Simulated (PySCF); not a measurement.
B(Cl)(H)(OSiH3) (BClH₄OSi), SMILES [SiH3]OBCl.

The structure is a stationary point at r2SCAN-D4/def2-SVP. Other conformers were not sampled.

Calculation: r2SCAN/def2-TZVP (PySCF).

Symmetry labels are those of the subgroup Cs that the program uses (full group Cs).

Computed valence orbital energies around the gap with their symmetry:
```json
[
 {"orbital": "HOMO−7", "symmetry": "A'", "energy (eV)": "-11.55"},
 {"orbital": "HOMO−6", "symmetry": "A'", "energy (eV)": "-11.42"},
 {"orbital": "HOMO−5", "symmetry": "A\"", "energy (eV)": "-10.77"},
 {"orbital": "HOMO−4", "symmetry": "A'", "energy (eV)": "-9.20"},
 {"orbital": "HOMO−3", "symmetry": "A\"", "energy (eV)": "-8.88"},
 {"orbital": "HOMO−2", "symmetry": "A\"", "energy (eV)": "-8.38"},
 {"orbital": "HOMO−1", "symmetry": "A'", "energy (eV)": "-8.24"},
 {"orbital": "HOMO", "symmetry": "A'", "energy (eV)": "-7.99"},
 {"orbital": "LUMO", "symmetry": "A\"", "energy (eV)": "-1.29"},
 {"orbital": "LUMO+1", "symmetry": "A'", "energy (eV)": "-0.47"},
 {"orbital": "LUMO+2", "symmetry": "A'", "energy (eV)": "0.92"},
 {"orbital": "LUMO+3", "symmetry": "A\"", "energy (eV)": "1.19"}
]
```
